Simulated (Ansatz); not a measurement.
`C[CH2][AlH][CH2]N` and `C[CH2][AlH][OH]` differ in one atom or group.

Ansatz, PBE0-D4/def2-TZVP geometries, multiplicity 1. Each molecule was computed in one conformer, which needn't be the lowest.

```csv
property,`C[CH2][AlH][CH2]N`
HOMO energy (PBE0/def2-TZVPP) / eV,-6.56
LUMO energy (PBE0/def2-TZVPP) / eV,-0.83
HOMO–LUMO gap (PBE/def2-TZVPP) / eV,3.53
size of the dipole moment (ωB97M-V/def2-TZVPP) / D,1.16
LUMO energy (B3LYP/def2-TZVPP) / eV,-1.06
zero-point energy (PBE0-D4/def2-TZVP) / kJ/mol,328.0
```

Give the same properties after the change, and the shifts. (Best estimate.)

Ansatz gave: 
```
                                          property  `C[CH2][AlH][OH]`   shift
                HOMO energy (PBE0/def2-TZVPP) / eV              -7.51   -0.95
                LUMO energy (PBE0/def2-TZVPP) / eV              -0.44    0.39
               HOMO–LUMO gap (PBE/def2-TZVPP) / eV               5.02    1.49
size of the dipole moment (ωB97M-V/def2-TZVPP) / D               1.87    0.71
               LUMO energy (B3LYP/def2-TZVPP) / eV              -0.68    0.38
    zero-point energy (PBE0-D4/def2-TZVP) / kJ/mol              222.9  -105.1
```

With PBE0 the HOMO falls by 0.95 eV and the LUMO rises by 0.39 eV, so the gap widens by about 1.34 eV. PBE moves the HOMO by -1.10 eV and ωB97M-V by -0.81 eV. The zero-point energy changes by -105.1 kJ/mol with -12 modes. Dipoles are sizes alone; their direction can turn.

B3LYP here is the variant with VWN-RPA as its local correlation; programs differ in this.
